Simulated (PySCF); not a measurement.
# Hartree-Fock beside MP2: AlBFH3N anion

Calculated results; nothing here was measured. The program is PySCF 2.14.0, an open-source quantum chemistry code, run on an isolated molecule that a program drew, which may never have been made. The molecule is AlBFH3N anion (charge -1, singlet), drawn as the SMILES string `[NH]=[Al][BH2-]F`.

The geometry was optimised and harmonic frequencies were computed with HF and MP2, all in the aug-cc-pV(D+d)Z basis, for the commonest isotopes, with a restricted reference for singlets and an unrestricted one otherwise, and a frozen core in MP2. Each result is a local minimum of its method.

Geometry at the HF minimum:
```xyz
7
AlBFH3N anion, angstrom
N     0.6643   -0.8094   -2.1296
Al    0.6917   -0.8187   -0.4841
B     0.6988   -0.9621    1.8087
F     1.0251    0.3189    2.3655
H     0.6514   -0.7821   -3.1197
H    -0.4355   -1.3186    2.0978
H     1.5468   -1.8075    2.0608
```

Lengths of the bonds as drawn, in Å (atoms numbered as above):
| bond | HF | MP2 |
|---|---|---|
| N1-Al2 | 1.646 | 1.688 |
| Al2-B3 | 2.297 | 2.245 |
| B3-F4 | 1.434 | 1.468 |
| N1-H5 | 0.991 | 1.012 |
| B3-H6 | 1.224 | 1.228 |
| B3-H7 | 1.224 | 1.228 |

Rotational constants, in GHz:
```
constant     HF    MP2
       A  29.96  29.28
       B  2.162  2.167
       C  2.051  2.052
```

Harmonic frequencies in cm^-1, each column in rising order, so a row needn't be the same motion in every method:
| rank | HF | MP2 |
|---|---|---|
| 1 | 104 | 80 |
| 2 | 132 | 81 |
| 3 | 233 | 179 |
| 4 | 337 | 211 |
| 5 | 348 | 278 |
| 6 | 394 | 397 |
| 7 | 661 | 617 |
| 8 | 931 | 867 |
| 9 | 1036 | 971 |
| 10 | 1076 | 973 |
| 11 | 1100 | 1024 |
| 12 | 1261 | ? |
| 13 | 2451 | 2423 |
| 14 | 2466 | 2457 |
| 15 | 3969 | 3695 |

**Estimate the missing MP2 frequency from the HF column.**

A single factor s that minimises the squared misfit of MP2 against s times HF over the other rows is sum(HF x MP2) / sum(HF^2) = 0.9511, with an rms misfit of 60 cm^-1. For rank 12 it gives 0.9511 x 1261 = 1199 cm^-1. The calculation gives 1188 cm^-1, 11 cm^-1 below the estimate. The drawn bonds are on average 0.9 % longer in MP2 than in HF.
